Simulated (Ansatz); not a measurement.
Stepwise reaction of `[O]=[Mo]([OH])([OH])([Cl])[Cl]` with water, as a gas-phase model of exchange steps in deposition or etching. ΔE in kJ/mol.

Isolated molecules relaxed with PBE0-D4/def2-TZVP in Ansatz; ΔE leaves out vibrations. CBS: MP2 limit from def2 TZ/QZ plus the TZ coupled-cluster correction, frozen cores. This one scheme is used for every species. DFT in def2-TZVPP. B3LYP here is the variant with VWN-RPA as its local correlation; programs differ in this. Elements past krypton have def2 core potentials. For Mo outer-core shells are correlated without core-valence functions, which leaves a few kJ/mol of doubt a bond. One conformer a species, not always the lowest.

| step | reaction | PBE-D4 | B3LYP-D4 | ωB97M-V | CCSD(T)/CBS |
| --- | --- | --- | --- | --- | --- |
| 1 | `[O]=[Mo]([OH])([OH])([Cl])[Cl]` + H₂O → `[O]=[Mo]([OH])([OH])([OH])[Cl]` + HCl | 27.1 | 25.0 | 21.5 | 31.8 |

Question: Give the row of step 2, `[O]=[Mo]([OH])([OH])([OH])[Cl]` + H₂O → `[O]=[Mo]([OH])([OH])([OH])[OH]` + HCl. (Estimate.)

Answer: Ansatz gave: 
```tsv
step	reaction	PBE-D4	B3LYP-D4	ωB97M-V	CCSD(T)/CBS
2	`[O]=[Mo]([OH])([OH])([OH])[Cl]` + H₂O → `[O]=[Mo]([OH])([OH])([OH])[OH]` + HCl	42.3	39.5	38.9	46.4
```

Question: By hand: ΔE of the 2 steps together at CCSD(T)/CBS.

Answer: (31.8) + (46.4) = 78.2 kJ/mol, or 39.1 kJ/mol a step.

In ΔE each step is higher than the one before. All are uphill at CCSD(T)/CBS. PBE-D4 differs from CCSD(T)/CBS by -4.7 to -4.1 kJ/mol a step. Only this route is followed, and other bonds may react first. Isolated molecules leave out the surface, adducts and barriers. Largest T1 diagnostic: 0.025.
